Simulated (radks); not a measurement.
Charge is removed step by step from the 2s level of neutral boron, starting from [He] 2s2 2p1. Method: scalar-relativistic Kohn-Sham, PBE, spin-unpolarised, spherical densities, finite nucleus; Fermi nuclear charge, rms radius 2.406 fm; computed with a radial shooting solver on a logarithmic mesh with Libxc functionals.

removed (e)  E - E(0) (eV)  eigenvalue (eV)  E minus straight line (eV)
0                    0.000           -9.443                       0.000
0.25                 2.651          -11.794                      -0.939
0.5                  5.908          -14.283                      -1.272
0.75                 9.802          -16.888                      -0.968
1                   14.361          -19.592                       0.000

Removing the whole electron costs 14.361 eV by Delta-SCF, against 9.443 eV from minus the eigenvalue at the starting occupation. Slater's transition state (half an electron removed) gives 14.283 eV. Integrating minus the eigenvalue over the occupation (Janak's theorem) gives 14.361 eV. In this scalar-relativistic scheme the density is built from large components alone, so the theorem holds only approximately. The mean slope of the eigenvalue, de/dn, is 10.1 eV per electron.
